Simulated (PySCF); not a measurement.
Species: C7H7 (doublet state).
Numbering: `[CH:1]1=[CH:2][CH2:3][C:4]2[CH2:5][C:6]2=[CH:7]1` (hydrogens: H8 on C1; H9 on C2; H10, H11 on C3; H12, H13 on C5; H14 on C7)

Computed with PBE0-D3(BJ)/def2-SVP geometry optimisation, gas phase (PySCF).

Task: Give the optimised bond lengths and angles.

Result: 
| bond | length (pm) |
| --- | --- |
| C1=C2 | 137.3 |
| C2–C3 | 151.3 |
| C3–C4 | 147.3 |
| C4–C5 | 149.3 |
| C5–C6 | 150.0 |
| C6=C7 | 139.8 |
| C1–C7 | 143.4 |
| C4–C6 | 132.4 |
| C1–H8 | 109.4 |
| C2–H9 | 109.4 |
| C3–H10, C3–H11 | 111.1 |
| C5–H12, C5–H13 | 110.3 |
| C7–H14 | 109.1 |

Bonds in one row agree within 1 pm and their mean is given. A selection of angles:
| angle | degrees |
| --- | --- |
| C2–C1–C7 | 123.9 |
| C2–C1–H8 | 117.8 |
| C7–C1–H8 | 118.3 |
| C1–C2–C3 | 124.6 |
| C1–C2–H9 | 118.6 |
| C3–C2–H9 | 116.8 |
| C2–C3–C4 | 106.6 |
| C2–C3–H10 | 110.8 |
| C4–C3–H10 | 112.5 |
| H10–C3–H11 | 103.7 |
| C3–C4–C5 | 169.0 |
| C3–C4–C6 | 127.0 |
| C5–C4–C6 | 64.0 |
| C4–C5–C6 | 52.5 |
| C4–C5–H12 | 120.2 |
| C6–C5–H12 | 119.8 |
| H12–C5–H13 | 112.3 |
| C5–C6–C7 | 170.5 |
| C4–C6–C5 | 63.5 |
| C4–C6–C7 | 126.0 |
| C6–C7–H14 | 126.0 |
| C1–C7–C6 | 112.0 |
| C1–C7–H14 | 121.9 |

Dihedral angles: C7–C1–C2–C3 0° (synperiplanar); C1–C2–C3–C4 0° (synperiplanar); C2–C1–C7–C6 0° (synperiplanar); C3–C4–C6–C5 180° (antiperiplanar).

The C–C distances run from 1.324 Å (C4–C6, drawn single in a drawing that doesn't fit all lengths) to 1.513 Å (C2–C3, drawn single in a drawing that doesn't fit all lengths), a spread of 0.189 Å. The 6-membered ring C1–C2–C3–C4–C6–C7 has internal angles of 106.6° to 127.0° (sum 720°, against 720° for a flat polygon); it is planar, 0.00 Å rms from its mean plane, widest ring torsion 0°. C2 (carbon bonded to 2 C and H) is planar (angles 124.6°, 118.6° and 116.8°, sum 360.0°, 0.00 Å off the plane of its three neighbours). C6 (carbon bonded to 3 C) has angles 170.5°, 126.0° and 63.5°. The 7 heavy atoms lie in one plane (0.002 Å rms). C1 (carbon bonded to 2 C and H) is planar (angles 123.9°, 118.3° and 117.8°, sum 360.0°, 0.00 Å off the plane of its three neighbours). The 3-membered ring C4–C5–C6 has internal angles of 52.5° to 64.0°.

Point group: Cs (every atom within 0.08 Å of its image). PBE0-D3(BJ)/def2-SVP frequencies: not computed here. ⟨S²⟩ = 0.804 (exact for a doublet: 0.75).

On one thread, x86-64 server, on a shared host, this took 72 s of wall time. That covers the optimisation of the geometry.
